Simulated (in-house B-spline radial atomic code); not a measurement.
**RPA and G0W0 on PBEsol: Ne⁸⁺**

Configuration 1s2, mean-field start PBEsol. Computed with a B-spline radial code for spherical atoms: all electrons, scalar-relativistic (spin-free one-electron X2C), finite nucleus, each spin shell either full or empty, empty states to l = 9 with an (l + 1/2)⁻⁴ tail; G0W0 by contour deformation at full frequency.

Command:
```bash
python run_gw.py task.json out
```
Settings (radii: box in bohr, nucleus in fm):
```
Z                        10
electrons                2
configuration            1s2
hamiltonian              x2c
method                   pbesol
lmax                     9
rms_radius               3.0055
spin_polarised           False
box_radius               7.7
intervals                68
ion_configuration        1s1
```

Time taken, with all properties: 0.9 s on 1 thread of Arm Neoverse V2 (shared host).

Energies (hartree):

```csv
term,value
mean-field total,-93.66513
Hartree-Fock functional on these orbitals,-93.97518
direct second order,-0.094762
second-order exchange,0.047382
SOSEX correction,0.046149
```

(1) What is the RPA correlation energy, and what remains with SOSEX?

Quasi-particle levels (eV):

```csv
level,occupied,mean field,Σx - vxc,Σc,QP weight,G0W0
1s,yes,-1133.05,-63.58,?,?,?
2s,no,-248.41,9.73,-0.23,1.000,-238.91
```

G0W0 = mean field + (Σx - vxc) + Σc, with Σc (partial-wave tail included) taken at the quasi-particle energy.

(2) Where does G0W0 put 1s?

(3) What does it cost to remove one electron (to 1s1) by differences of total energies, each species on its own start (correlation terms add to the Hartree-Fock functional)?

## Answers

(1) RPA gives -0.092295 hartree (-1.26 eV per electron); RPA + SOSEX gives -0.046147, and the second-order doubles -0.04738 hartree (no singles). SOSEX takes back 50 % of the RPA value, the self-correlation of each of the two electrons.

(2) At -1195.96 eV, with Σc = 0.67 eV and a quasi-particle weight of 0.997. The tabulated removal energy is 1195.808 eV (NIST, tabulated theory).

(3) PBEsol 1191.49 eV, Hartree-Fock functional 1194.83 eV, + RPA 1196.71 eV, + RPA + SOSEX 1196.09 eV, + second order 1196.12 eV. Tabulated: 1195.808 eV (NIST, tabulated theory).
